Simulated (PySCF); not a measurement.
N-(methylaminosilyl)ethanamine (C3H12N2Si), SMILES CCN[SiH2]NC.

The structure is a stationary point at r2SCAN-D4/def2-SVP. The values are those of a single conformer.

Method: TDA-PBE0/def2-SVPD run with PySCF.

Vertical excitations. Gas-phase values at a fixed geometry.

```tsv
state	energy (eV)	λ (nm)	f	main pairs
S1	6.02	206	0.002	HOMO→LUMO 60 %, HOMO→LUMO+1 18 %, HOMO−1→LUMO+1 15 %
S2	6.10	203	0.012	HOMO→LUMO+1 44 %, HOMO−1→LUMO 31 %, HOMO→LUMO 19 %
S3	6.39	194	0.001	HOMO−1→LUMO 58 %, HOMO→LUMO+1 32 %
S4	6.53	190	0.064	HOMO−1→LUMO+1 76 %, HOMO→LUMO 13 %
S5	6.88	180	0.026	HOMO→LUMO+2 80 %
S6	7.02	177	0.023	HOMO→LUMO+3 51 %, HOMO→LUMO+4 20 %, HOMO→LUMO+2 9 %
T1	5.77	215	0	HOMO→LUMO 44 %, HOMO→LUMO+1 28 %, HOMO−1→LUMO+1 14 %
T2	5.85	212	0	HOMO→LUMO+1 36 %, HOMO→LUMO 29 %, HOMO−1→LUMO 22 %
```
Triplets are in the Tamm–Dancoff approximation.
